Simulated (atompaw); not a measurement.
## An all-electron radial function and its pseudo partner (palladium (Pd))

Columns: radius, all-electron u(r) and pseudo u(r) of the 5p shell (level -0.79 eV) of palladium in the configuration [Ar] 3d10 4s2 4p6 4d9 5s1 5p0; PBE, scalar-relativistic, PAW (atompaw) scheme, atompaw 4.2.0.5.

| r (bohr) | all-electron | pseudo |
| --- | --- | --- |
| 0.087 | -0.0555 | -0.0000 |
| 0.173 | 0.0357 | -0.0002 |
| 0.260 | 0.0908 | -0.0002 |
| 0.346 | 0.0705 | -0.0001 |
| 0.433 | 0.0106 | 0.0003 |
| 0.519 | -0.0541 | 0.0014 |
| 0.606 | -0.1063 | 0.0034 |
| 0.692 | -0.1385 | 0.0065 |
| 0.779 | -0.1513 | 0.0110 |
| 0.865 | -0.1474 | 0.0171 |
| 0.952 | -0.1304 | 0.0252 |
| 1.038 | -0.1047 | 0.0351 |
| 1.125 | -0.0729 | 0.0471 |
| 1.212 | -0.0377 | 0.0613 |
| 1.298 | -0.0016 | 0.0772 |
| 1.385 | 0.0350 | 0.0952 |
| 1.471 | 0.0704 | 0.1147 |
| 1.558 | 0.1048 | 0.1358 |
| 1.644 | 0.1371 | 0.1576 |
| 1.731 | 0.1678 | 0.1804 |
| 1.817 | 0.1961 | 0.2032 |
| 1.904 | 0.2227 | 0.2262 |
| 1.990 | 0.2470 | 0.2484 |
| 2.077 | 0.2696 | 0.2700 |
| 2.163 | 0.2901 | 0.2901 |
| 2.250 | 0.3090 | 0.3090 |

(1) How many radial nodes do the two functions have?

(2) Is the pseudo-wave norm-conserving?

Answers

(1) The all-electron 5p function has n − l − 1 = 3; the pseudo-wave has 1, since 1 lower shell of the same l stays in the valence.

(2) No, it belongs to a PAW set: the norm inside the radius is not constrained, and the difference is carried by the augmentation charge.
